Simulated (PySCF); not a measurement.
# ECD: `COC1=C=CCCCCC1`, C9H14O

Geometry:
| atom | x (Å) | y (Å) | z (Å) |
| --- | --- | --- | --- |
| C1 | 1.907 | 0.527 | -0.097 |
| O2 | 1.207 | -0.581 | 0.403 |
| C3 | 0.258 | -0.309 | 1.325 |
| C4 | -0.004 | 0.886 | 1.834 |
| C5 | -0.771 | 1.924 | 2.084 |
| C6 | -1.995 | 2.203 | 1.245 |
| C7 | -2.389 | 1.059 | 0.314 |
| C8 | -2.798 | -0.256 | 1.016 |
| C9 | -1.886 | -1.475 | 0.822 |
| C10 | -0.603 | -1.490 | 1.662 |
| H11 | 2.676 | 0.145 | -0.780 |
| H12 | 1.237 | 1.215 | -0.641 |
| H13 | 2.382 | 1.094 | 0.725 |
| H14 | -0.575 | 2.600 | 2.928 |
| H15 | -2.831 | 2.425 | 1.933 |
| H16 | -1.850 | 3.131 | 0.661 |
| H17 | -1.560 | 0.864 | -0.388 |
| H18 | -3.225 | 1.413 | -0.310 |
| H19 | -3.798 | -0.543 | 0.653 |
| H20 | -2.923 | -0.073 | 2.098 |
| H21 | -2.459 | -2.385 | 1.066 |
| H22 | -1.616 | -1.564 | -0.245 |
| H23 | -0.860 | -1.465 | 2.731 |
| H24 | -0.034 | -2.414 | 1.474 |

Theory: TDDFT CAM-B3LYP/def2-SVPD circular dichroism and optical rotation, one conformer, IEF-PCM benzene (non-equilibrium linear response, no local-field factor) in PySCF. Geometry: PBE0-D3(BJ)/def2-SVP.

States above about 7.5 eV (minus the energy of the highest occupied orbital) lie near or above the ionisation threshold and depend on the basis. No stereocentre is labelled: unless the shape is locked (an allene, a helicene, a hindered biaryl), the mirror image is equally populated and a measured rotation or CD is zero.

(1) List the lowest 12 singlet excitations with oscillator and rotatory strengths.

## Answers

(1) Rotatory strengths R in 10⁻⁴⁰ esu² cm², velocity form and length form (origin at the centre of mass); f in length form.
| state | E (eV) | λ (nm) | f | R (velocity) | R (length) | main |
| --- | --- | --- | --- | --- | --- | --- |
| 1 | 4.72 | 263 | 0.011 | +40.0 | +39.9 | HOMO→LUMO 0.73, HOMO→LUMO+2 0.12 |
| 2 | 5.98 | 207 | 0.021 | -11.7 | -12.4 | HOMO−1→LUMO 0.42, HOMO→LUMO+2 0.12 |
| 3 | 6.22 | 199 | 0.115 | -8.9 | -9.8 | HOMO→LUMO+1 0.33, HOMO−1→LUMO 0.20 |
| 4 | 6.49 | 191 | 0.416 | +46.4 | +44.3 | HOMO→LUMO+1 0.43, HOMO→LUMO+2 0.29 |
| 5 | 6.84 | 181 | 0.065 | -35.0 | -35.5 | HOMO→LUMO+3 0.56, HOMO→LUMO+4 0.27 |
| 6 | 6.97 | 178 | 0.037 | +30.2 | +29.4 | HOMO→LUMO+5 0.69, HOMO→LUMO+2 0.16 |
| 7 | 7.09 | 175 | 0.090 | -59.3 | -62.6 | HOMO−1→LUMO+2 0.29, HOMO−1→LUMO 0.16 |
| 8 | 7.20 | 172 | 0.048 | +38.8 | +40.2 | HOMO−1→LUMO+1 0.34, HOMO→LUMO+4 0.23 |
| 9 | 7.39 | 168 | 0.183 | -5.4 | -2.6 | HOMO→LUMO+4 0.22, HOMO−1→LUMO+1 0.15 |
| 10 | 7.65 | 162 | 0.022 | -20.6 | -21.0 | HOMO→LUMO+6 0.48, HOMO→LUMO+7 0.18 |
| 11 | 7.81 | 159 | 0.004 | +9.2 | +10.1 | HOMO→LUMO+7 0.44, HOMO→LUMO+8 0.12 |
| 12 | 7.88 | 157 | 0.002 | -4.0 | -4.4 | HOMO−1→LUMO+3 0.38, HOMO→LUMO+7 0.13 |

Among the states computed, the strongest CD band (largest |R|) is state 7. The largest dissymmetry factor in size, g = 4R/(D+G), with D and G the electric and magnetic dipole strengths, is +0.028 for state 11 (velocity form, f = 0.004), among bands with |R| over 0.5. The mirror image has the same energies and oscillator strengths and all R with the opposite sign.
